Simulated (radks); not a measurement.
Species: Ce XLIX. Configuration: [Ne] (the NIST ground configuration).

Calculated with a radial shooting solver on a logarithmic mesh with Libxc functionals: non-relativistic Kohn-Sham, TPSS, spin-polarised, spherical densities, point nucleus; meta-GGA in the generalised Kohn-Sham scheme; relativity is left out, which matters for an element this heavy.

Energy parts (eV):
part                      energy
total                 -169666.24
kinetic                169654.21
electron-nucleus      -352302.89
Hartree                 15606.73
exchange-correlation    -2624.30

Orbitals (lengths in bohr, moments of r in powers of bohr; <r^-3> diverges for s and p1/2):
| orbital | occ. | eigenvalue (eV) | <r^4> | <1/r> | <r^-3> | <r> |
|---|---|---|---|---|---|---|
| 1s | 2 | -41733.73 | 2.109e-06 | 57.51 | - | 0.02615 |
| 2s | 2 | -9135.460 | 0.0003301 | 13.55 | - | 0.1098 |
| 2p | 6 | -8859.956 | 0.0002098 | 13.52 | 6785 | 0.09320 |

The highest occupied level is 2p at -8860.0 eV. For comparison, the ionisation energy in NIST's Atomic Spectra Database is 9020 eV (theoretical). In exact Kohn-Sham theory the highest level is minus the ionisation energy, but local and semilocal functionals leave it too shallow, through self-interaction and a potential that decays too fast; potentials with the right tail come closer. The density falls to 0.001 e/bohr^3 at r = 0.41 bohr. Virial ratio -V/T = 2.00007.
